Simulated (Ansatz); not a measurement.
Isomers of Cu$_{3}$Br$_{4}$⁻ (singlet), relaxed with PBE-D4/def2-SVPD; total energies from Ansatz at PBE0-D4/def2-SVP.

```json
{"isomer": "A", "description": "point group C3v; 9 × Br–Cu 2.42 to 2.66 Å", "energy (Eh)": "-15214.77612"}
{"isomer": "B", "description": "point group C2v; 8 × Br–Cu 2.34 to 2.48 Å", "energy (Eh)": "-15214.77645"}
{"isomer": "C", "description": "point group C2v; 7 × Br–Cu 2.27 to 2.49 Å", "energy (Eh)": "-15214.75241"}
```

The isomers come from a short search, and lower ones may exist.

Task: Work out the relative energies (1 Eh = 2625.5 kJ/mol) and the Boltzmann populations at 1200 K from electronic energies alone (R = 8.314 J/mol/K).

Result: ΔE: A 0.9, B 0.0, C 63.1 kJ/mol. RT = 9.98 kJ/mol. Factors exp(−ΔE/RT): A 0.914, B 1, C 0.0018; sum 1.916. Populations: A 47.7 %, B 52.2 %, C 0.1 %. Zero-point energy, vibrational entropy and symmetry numbers are left out and can shift these; an error of 4 kJ/mol changes a ratio by a factor of 1.5. Over the other density-functional and correlated levels in def2 sets, the gap between B and A ranges from 3 to 6 kJ/mol.
